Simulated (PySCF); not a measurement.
**Energy of Ti²⁺ (titanium, charge +2) between two integer charges**

The 3d alpha orbital of [Ar] 3d2 is emptied in steps (occupation f), with all orbitals relaxed, ending at [Ar] 3d1. All numbers are calculated (PySCF 2.14, no relativity, point nucleus, in def2-TZVPPD (6s6p4d2f1g, 67 functions)). The exact energy is a straight line in f; departures are measured from the line between the end points of the same method.

| f | UHF (eV) | LDA (eV) | PBE (eV) |
| --- | --- | --- | --- |
| 1 | 0.000 | 0.000 | 0.000 |
| 0.8 | 0.200 | -1.177 | -1.154 |
| 0.6 | 0.293 | -1.785 | -1.748 |
| 0.4 | 0.285 | -1.804 | -1.763 |
| 0.2 | 0.186 | -1.214 | -1.184 |
| 0 | 0.000 | 0.000 | 0.000 |

**Question.** For PBE, how does the orbital energy at f = 1 compare with the removal energy?

**Answer.** −ε = 20.945 eV against a total-energy difference of 28.081 eV. By Janak's theorem ε = ∂E/∂f, so the gap between them reflects the curvature. Along the path −ε is 23.696 (f = 0.8), 26.545 (f = 0.6), 29.478 (f = 0.4), 32.480 (f = 0.2) eV.

```tsv
method	E(f=0) − E(f=1) (eV)	−ε at f=1 (eV)	−ε at f=0.4 (eV)
UHF	26.752	28.038	26.480
LDA	28.160	20.889	29.575
PBE	28.081	20.945	29.478
```

Reference removal energy between the ground levels: 27.492 eV (measured; NIST Atomic Spectra Database, ionization energies). The calculation has no spin-orbit coupling. UHF lacks correlation.
